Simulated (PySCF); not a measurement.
PySCF input file for CH₇F₂NSi₂, SMILES CN([SiH2]F)[SiH2]F, PBE0/pcSseg-1. Geometry optimised at r2SCAN-D4/def2-SVP. This is a generated structure with no PubChem entry under its InChIKey; it may be hypothetical. The values are those of a single conformer.

```python
import numpy as np
from pyscf import gto, scf, dft
from pyscf.prop.nmr import rks as nmr

mol = gto.M(
    atom='''
    Si    1.55192162    0.04792379   -0.39760579
    F     2.40124971    1.10152268    0.50981816
    N    -0.00711159   -0.26441995    0.28407224
    C    -0.10585328   -1.15670535    1.45446997
    Si   -1.47882309    0.46247278   -0.27163029
    F    -2.42958072   -0.66404119   -0.96386675
    H     1.37123917    0.65340854   -1.73919396
    H     2.34429012   -1.20928757   -0.40347873
    H    -0.13741824   -0.59325629    2.40302029
    H    -1.00926981   -1.78524619    1.39464998
    H     0.75796237   -1.83966772    1.49545123
    H    -2.26361768    0.99009274    0.87546005
    H    -1.14668517    1.49224263   -1.28549225
    ''',
    basis='pcSseg-1',
    charge=0,
    spin=0,
    max_memory=1600,
    verbose=3,
)
mf = dft.RKS(mol, xc='pbe0')
mf.grids.level = 3
mf.conv_tol = 1e-10
mf.max_cycle = 100
mf.kernel()
n = nmr.NMR(mf)
n.verbose = 2
n.max_cycle_cphf = 60
sigma = n.kernel()
print('atom   isotropic/ppm   span/ppm')
for i, s in enumerate(sigma):
    w = np.linalg.eigvalsh((s + s.T) / 2)
    print(f'{mol.atom_symbol(i):2s}{i + 1:3d} {w.mean():14.3f} {w[2] - w[0]:11.3f}')
```

Output:

```
converged SCF energy = -875.303510773643
atom   isotropic/ppm   span/ppm
Si  1        362.491      34.863
F   2        338.754     135.833
N   3        196.026     126.384
C   4        149.771      60.491
Si  5        365.974      33.755
F   6        352.890     125.810
H   7         26.413       8.626
H   8         26.375       8.356
H   9         28.205      11.734
H  10         28.203      11.663
H  11         28.428      10.194
H  12         26.251       8.354
H  13         26.382       8.504
```

The run converged.

Cost: roughly 90 core-seconds.
